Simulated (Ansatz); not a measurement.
Geometry optimisation, RHF/def2-SVP in Ansatz 0.2.0.

Input file:

```yaml
crystal:
  periodic: [false, false, false]
  atoms:
    - { symbol: Ge, position_ang: [-0.925782, -0.176843, 0.306959] }
    - { symbol: H, position_ang: [1.544174, -0.128619, 1.535182] }
    - { symbol: O, position_ang: [1.998723, 0.022843, 0.693853] }
    - { symbol: H, position_ang: [2.461338, -0.785526, 0.518115] }
    - { symbol: C, position_ang: [-1.017225, 1.567685, -0.659027] }
    - { symbol: H, position_ang: [-2.006994, 1.645806, -1.125043] }
    - { symbol: H, position_ang: [-0.911897, 2.402469, 0.035137] }
    - { symbol: H, position_ang: [-0.270155, 1.655758, -1.448424] }
    - { symbol: H, position_ang: [-0.774282, -1.115274, -0.959351] }
basis:
  gaussian: { orbitals: def2-SVP }
hamiltonian:
  xc: hf
relax:
  f_tol: 0.03
  max_steps: 50
```

Run as:

```bash
$ ansatz run input.yaml --threads 1 --pin off --max-ram 2048MiB --backend cpu --events-out ev --progress --plain --runs-dir out
```

Problem. Where does it end, and by what steps?

Solution. The run converged. The force dipped under the threshold on the way, but the program's further checks kept it going. After 15 steps the energy has fallen by 0.279 eV; H4 moved furthest, 0.83 Å.

| step | energy less start (eV) | largest force component (eV/Å) | accepted |
| --- | --- | --- | --- |
| 0 | 0.0000 | 0.971 | yes |
| 1 | 0.0279 | 3.354 | no |
| 2 | -0.0570 | 1.000 | yes |
| 3 | -0.0968 | 1.414 | yes |
| 4 | -0.1420 | 1.940 | yes |
| 5 | -0.1990 | 1.121 | yes |
| 6 | -0.2384 | 0.561 | yes |
| 7 | -0.2683 | 0.209 | yes |
| 8 | -0.2741 | 0.217 | yes |
| 9 | -0.2763 | 0.108 | yes |
| 10 | -0.2715 | 0.164 | no |
| 11 | -0.2774 | 0.047 | yes |
| 12 | -0.2783 | 0.027 | yes |
| 13 | -0.2746 | 0.412 | no |
| 14 | -0.2780 | 0.032 | no |
| 15 | -0.2787 | 0.008 | yes |

```xyz
9
Properties=species:S:1:pos:R:3
Ge -0.874 -0.169 0.458
H 1.754 -0.334 1.562
O 1.428 0.025 0.748
H 1.967 -0.319 0.049
C -0.892 1.515 -0.631
H -1.815 1.517 -1.222
H -0.907 2.400 0.008
H -0.055 1.595 -1.328
H -0.509 -1.142 -0.747
```

Whether the end is a true minimum wasn't checked by a vibrational analysis.

Run time: 18 s on 1 thread of Intel(R) Xeon(R) 6975P-C (Granite Rapids) (shared host), peak memory 0.18 GiB.
